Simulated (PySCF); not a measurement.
SrCl2, SMILES [Cl][Sr][Cl].

Coordinates come from a B3LYP-D3(BJ)/def2-TZVP optimisation. The isomer is the one that the SMILES or the coordinates give; other isomers of the formula were not compared. The def2 effective core potentials stand for the cores of Sr; spin–orbit coupling is left out.

Method: PySCF with PBE/def2-TZVPD.

Symmetry labels are those of the subgroup C2v that the program uses (full group C2v).

Computed valence orbital energies around the gap with their symmetry:
| orbital | symmetry | energy (eV) |
|---|---|---|
| HOMO−7 | A1 | -18.31 |
| HOMO−6 | B2 | -18.03 |
| HOMO−5 | A1 | -7.44 |
| HOMO−4 | B2 | -6.87 |
| HOMO−3 | A2 | -6.78 |
| HOMO−2 | A1 | -6.67 |
| HOMO−1 | B1 | -6.65 |
| HOMO | B2 | -6.60 |
| LUMO | A1 | -2.83 |
| LUMO+1 | B1 | -1.45 |
| LUMO+2 | A1 | -1.45 |
| LUMO+3 | B2 | -0.81 |
